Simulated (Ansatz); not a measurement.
Mulliken charges of BClH4O2Si (`OB(Cl)O[SiH3]`) from ωB97M-V/def2-TZVPP in Ansatz (PBE0-D4/def2-TZVP geometry).

```csv
atom,x (Å),y (Å),z (Å),charge (e)
O1,-1.489,0.491,0.723,-0.269
B2,-0.230,0.993,0.686,0.347
Cl3,0.151,2.511,1.525,-0.161
O4,0.745,0.355,0.018,-0.351
Si5,0.741,-1.054,-0.858,0.303
H6,-2.104,1.028,1.228,0.198
H7,2.126,-1.243,-1.344,-0.017
H8,-0.193,-0.936,-2.004,-0.025
H9,0.342,-2.190,0.009,-0.025
```

Problem. By hand: the dipole of these point charges (1 e Å = 4.8032 D).

Solution. Σ q r = (-0.197, -0.333, -0.152) e Å, of length 0.416 e Å = 2.00 D.

Problem. How does the dipole of the full density compare? (Estimate.)

Solution. The calculation gave: (-0.242, -0.130, -0.014) e Å, 1.32 D; the point charges give 1.52 times that, at 35° from its direction.

Point charges leave out the atoms' own dipoles, such as those of lone pairs, and Mulliken's split depends on the basis, so the two needn't agree.
